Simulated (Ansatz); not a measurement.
A run for Ansatz (a program for electronic structure): U-PBE0/def2-TZVPP on PS, 2S+1 = 4, a spin state set in the input, which need not be the lowest.

Ansatz 0.2 input:
```yaml
crystal:
  periodic: [false, false, false]
  atoms:
    - {symbol: P, position_ang: [0.00000000, 0.00000000, 0.00000000]}
    - {symbol: S, position_ang: [0.00000000, 0.00000000, 2.01400000]}
basis:
  gaussian:
    orbitals: def2-TZVPP
hamiltonian:
  xc: {name: PBE0}
magnetization: {spin_polarized: true, initial_magnetization: 3}
relax: {f_tol: 0.002, max_steps: 120}
```

Program output:

```
WARN ansatz: RAYON_NUM_THREADS=1 ignored (pool sized by the plan → 1); use --threads N
Functional definition: PBE0
integrals: 0.02 GiB planned
615 factors; their error is unknown
mean field: 0.26 GiB planned
mean field evaluation 1: about -20114.0964 eV, gradient 6.5e0 eV
mean field evaluation 2: about -20114.2886 eV, gradient 5.0e0 eV
mean field evaluation 4: about -20114.4346 eV, gradient 6.7e-1 eV
mean field evaluation 8: about -20114.4494 eV, gradient 2.6e-2 eV
mean field evaluation 16: about -20114.4494 eV, gradient 4.7e-5 eV
mean field -20114.44936081 eV, -739.1923799464 hartree, gradient 4.7e-5 eV, S^2 3.764287; 1 other end points of the search recorded, 0 dependent functions left out
the calculation of the forces begins
reference -20114.44938085 eV, -739.1923806826 hartree; 17, 14 occupied and 67, 70 virtual orbitals, 615 factors
relax step   1: F+E_penalty+E_count = -20114.44936081 eV  Δ(F+E_penalty+E_count) = +0.000e0 eV  max|allowed force component| = 2.439e0 eV/Å  Δτ_max = 0.0000 Å  (44 SCF iters, accepted)
these checks for a lower state are left out or cut short: starts, cluster_reference, orbital_swaps, neighbouring_geometries, increment
integrals: 0.02 GiB planned
615 factors; their error is unknown
mean field: 0.26 GiB planned
mean field -20114.58630037 eV, -739.1974123824 hartree, gradient 8.5e-6 eV, S^2 3.763853; 0 other end points of the search recorded, 0 dependent functions left out
the calculation of the forces begins
reference -20114.58632075 eV, -739.1974131312 hartree; 17, 14 occupied and 67, 70 virtual orbitals, 615 factors
relax step   2: F+E_penalty+E_count = -20114.58630037 eV  Δ(F+E_penalty+E_count) = -1.369e-1 eV  max|allowed force component| = 4.901e-2 eV/Å  Δτ_max = 0.0631 Å  (35 SCF iters, accepted)
these checks for a lower state are left out or cut short: starts, cluster_reference, orbital_swaps, neighbouring_geometries, increment
integrals: 0.02 GiB planned
615 factors; their error is unknown
mean field: 0.26 GiB planned
mean field evaluation 32: about -20114.5722 eV, gradient 6.6e-2 eV
mean field -20114.58637600 eV, -739.1974151617 hartree, gradient 4.3e-5 eV, S^2 3.763862; 0 other end points of the search recorded, 0 dependent functions left out
the calculation of the forces begins
reference -20114.58639637 eV, -739.1974159103 hartree; 17, 14 occupied and 67, 70 virtual orbitals, 615 factors
relax step   3: F+E_penalty+E_count = -20114.58637600 eV  Δ(F+E_penalty+E_count) = -7.563e-5 eV  max|allowed force component| = 1.186e-2 eV/Å  Δτ_max = 0.0012 Å  (25 SCF iters, accepted)
these checks for a lower state are left out or cut short: starts, cluster_reference, orbital_swaps, neighbouring_geometries, increment
integrals: 0.02 GiB planned
615 factors; their error is unknown
mean field: 0.26 GiB planned
mean field -20114.58638068 eV, -739.1974153338 hartree, gradient 2.0e-5 eV, S^2 3.763866; 0 other end points of the search recorded, 0 dependent functions left out
the calculation of the forces begins
reference -20114.58640105 eV, -739.1974160823 hartree; 17, 14 occupied and 67, 70 virtual orbitals, 615 factors
relax step   4: F+E_penalty+E_count = -20114.58638068 eV  Δ(F+E_penalty+E_count) = -4.683e-6 eV  max|allowed force component| = 5.203e-5 eV/Å  Δτ_max = 0.0004 Å  (24 SCF iters, accepted)
integrals: 0.02 GiB planned
615 factors; their error is unknown
mean field: 0.26 GiB planned
mean field -20114.58638068 eV, -739.1974153338 hartree, gradient 2.0e-5 eV, S^2 3.763866; 2 other end points of the search recorded, 0 dependent functions left out
the calculation of the forces begins
reference -20114.58640105 eV, -739.1974160823 hartree; 17, 14 occupied and 67, 70 virtual orbitals, 615 factors
Total energy: -20114.58640105 eV, -739.1974160823 hartree
Atom 0 at    -0.000000     0.000000    -0.061477 Å, force     0.000000     0.000000    -0.000052 eV/Å
Atom 1 at     0.000000    -0.000000     2.075477 Å, force    -0.000000    -0.000000     0.000052 eV/Å
Dipole moment:    -0.000000     0.000000    -0.007937 e Å
```

The calculation finished and met its thresholds.

Cost: roughly 7 core-seconds.
